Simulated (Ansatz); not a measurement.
CH8AlFSi2 (`F[CH]([AlH2])[SiH2][SiH3]`), relaxed with RKS PBE0-D4/def2-TZVP in Ansatz 0.2.0 from a PBE-D4/def2-SVP geometry. The force threshold is 0.005 eV/Å; the program also tests the step.

The species carries charge 0 and has multiplicity 1.

Start:

```xyz
13

F    -2.196   -1.078    1.293
C    -0.886   -0.890    0.785
Al   -0.569   -2.017   -0.825
Si   -0.632    0.980    0.450
Si    1.586    1.389   -0.243
H    -0.149   -1.160    1.583
H     0.928   -2.097   -1.392
H    -1.793   -2.775   -1.516
H    -0.950    1.777    1.688
H    -1.576    1.427   -0.638
H     1.869    2.869   -0.232
H     1.811    0.866   -1.637
H     2.557    0.707    0.685
```

(1) How much energy does the relaxation release, and in how many steps? (Estimate.)

(2) Which bonds change most? (Estimate.)

(3) Give the relaxed structure. (Best estimate.)

Results:

(1) The calculation gave: 0.03 eV, in 12 steps, 1 of them rejected.

(2) The calculation gave: C2–Si4 from 1.917 to 1.894 Å; Si5–H11 from 1.507 to 1.488 Å; Si5–H13 from 1.507 to 1.488 Å; Si5–H12 from 1.506 to 1.488 Å.

(3) Computed: 
```xyz
13

F    -2.194   -1.071    1.272
C    -0.895   -0.862    0.763
Al   -0.551   -2.005   -0.814
Si   -0.635    0.989    0.454
Si    1.571    1.367   -0.250
H    -0.183   -1.142    1.555
H     0.942   -2.051   -1.351
H    -1.731   -2.810   -1.491
H    -0.921    1.772    1.687
H    -1.567    1.452   -0.613
H     1.869    2.823   -0.203
H     1.765    0.885   -1.644
H     2.531    0.653    0.635
```
